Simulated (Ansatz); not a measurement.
Reaction (formal hydrolysis of the Si–C bond): `C[SiH2]N(C)C` + H₂O → `CN(C)[SiH2]O` + CH₄

Isolated molecules relaxed with PBE0-D4/def2-TZVP in Ansatz; ΔE leaves out vibrations. CCSD(T)/CBS adds triple-zeta CCSD(T) − MP2 to the extrapolated MP2 energy (def2 sets, frozen cores). This one scheme is used for every species. DFT in def2-TZVPP. B3LYP here is the variant with VWN-RPA as its local correlation; programs differ in this. HSE06 is defined as in plane-wave codes. One conformer a species, not always the lowest.

`C[SiH2]N(C)C`:

```xyz
16

C    -1.311   -1.196    1.499
Si   -0.517    0.420    1.008
N     0.216    0.298   -0.547
C     0.489    1.484   -1.321
C     1.073   -0.810   -0.889
H    -0.571   -1.982    1.663
H    -1.857   -1.062    2.437
H    -2.016   -1.537    0.737
H     0.436    0.807    2.100
H    -1.525    1.510    0.904
H     0.372    1.278   -2.392
H    -0.210    2.281   -1.057
H     1.511    1.865   -1.169
H     0.801   -1.701   -0.321
H     0.974   -1.056   -1.954
H     2.137   -0.599   -0.698
```

H₂O:

```xyz
3

O     0.238    0.069    0.300
H     0.460    0.076   -0.633
H    -0.697   -0.145    0.333
```

`CN(C)[SiH2]O`:

Cartesian coordinates in Å:
```
C 0.482 -0.114 -1.513
N 0.234 -0.236 -0.097
C 1.398 -0.001 0.720
Si -1.351 -0.331 0.530
O -2.251 1.054 0.526
H 0.798 0.901 -1.793
H 1.271 -0.807 -1.832
H -0.421 -0.350 -2.081
H 1.160 -0.144 1.775
H 1.796 1.017 0.596
H 2.204 -0.700 0.461
H -1.193 -0.818 1.927
H -2.145 -1.232 -0.335
H -1.983 1.761 1.115
```

CH₄:

```xyz
5

C     0.000    0.000    0.000
H     0.484    0.873   -0.436
H    -0.683   -0.438   -0.727
H    -0.557    0.299    0.887
H     0.756   -0.734    0.277
```

Is it downhill or uphill in electronic energy at CCSD(T)/CBS, and by how much? (An estimate is asked.)

Ansatz gave: Downhill: ΔE = -111.3 kJ/mol.

What do these levels give: revPBE-D4, B3LYP, HSE06, CCSD/def2-SVP, HF/def2-TZVPP, CCSD/CBS(def2)? (Best estimate.)

Ansatz gave: revPBE-D4 -102.8, B3LYP -121.7, HSE06 -109.8, CCSD/def2-SVP -113.2, HF/def2-TZVPP -129.2, CCSD/CBS(def2) -112.7 kJ/mol.

What do rigid-rotor, harmonic-oscillator terms from PBE0-D4/def2-TZVP frequencies (298.15 K, 1 bar) make of the CCSD(T)/CBS value? (An estimate is asked.)

Ansatz gave: ΔZPE = +3.5 kJ/mol, ΔH = -109.1 kJ/mol, ΔS = -12 J/(mol·K), ΔG = -105.4 kJ/mol.

Largest T1 diagnostic among the species: 0.011.

In def2-TZVPP, CCSD(T) changes the Hartree–Fock value by +15.6 kJ/mol (the triples alone add +1.4 kJ/mol) and MP2 by +14.2 kJ/mol. Leaving LDA and LC-ωPBE aside and taking each functional with its dispersion term where it has one, the values, not all of them listed here, spread over 18.0 kJ/mol, from B2PLYP to revPBE-D4.
